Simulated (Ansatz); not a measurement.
GaCl2(SiH3) (GaSiH₃Cl₂). The state is a singlet with charge 0. Geometry PBE-D4/def2-SVP; atoms count from 1.

Cartesian coordinates in Å:
```
Ga -0.297 -1.064 0.569
Cl 0.548 -1.672 2.470
Cl -1.723 -2.488 -0.229
Si 0.285 0.987 -0.537
H 0.134 0.816 -2.022
H 1.700 1.356 -0.194
H -0.647 2.065 -0.057
```

(1) Estimate the Mulliken populations from the PBE0/def2-TZVP orbitals of Ansatz.

(2) And the Mayer bond orders between bonded heavy atoms (over 0.3)?

## Answers

(1) 
```csv
atom,charge (e)
Ga1,0.59
Cl2,-0.28
Cl3,-0.28
Si4,-0.07
H5,0.02
H6,0.02
H7,0.01
```
Mulliken values and Mayer orders depend strongly on the basis.

(2) Ga1–Cl2 1.08 (2.17 Å); Ga1–Cl3 1.08 (2.17 Å); Ga1–Si4 0.91 (2.40 Å).
